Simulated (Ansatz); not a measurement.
BFH5NSi, SMILES `N[SiH2]BF`, relaxed with RKS PBE0-D4/def2-TZVP in Ansatz from a PBE-D4/def2-SVP geometry. The force threshold is 0.005 eV/Å; the program also tests the step.

The species carries charge 0 and has multiplicity 1.

Start:

```xyz
9

N    -0.127   -0.983   -1.212
Si   -0.542    0.369   -0.176
B     0.704    0.279    1.435
F     0.391    0.901    2.573
H    -0.665   -1.127   -2.071
H     0.868   -1.129   -1.405
H    -1.994    0.234    0.209
H    -0.418    1.764   -0.780
H     1.783   -0.307    1.426
```

Task: How much energy does the relaxation release, and in how many steps? (Estimate.)

Result: Computed: 3.77 kJ/mol, in 13 steps, 2 of them rejected.

Task: Which bonds change most? (An estimate is asked.)

Result: The calculation gave: N1–Si2 from 1.754 to 1.724 Å; Si2–H8 from 1.524 to 1.501 Å; B3–H9 from 1.228 to 1.206 Å; Si2–H7 from 1.508 to 1.490 Å.

Task: Give the relaxed structure. (An estimate is asked.)

Result: The calculation gave: 
```xyz
9

N    -0.112   -0.925   -1.242
Si   -0.541    0.359   -0.174
B     0.706    0.274    1.431
F     0.440    0.991    2.510
H    -0.651   -1.101   -2.074
H     0.861   -1.131   -1.399
H    -1.965    0.179    0.226
H    -0.453    1.740   -0.754
H     1.715   -0.386    1.478
```
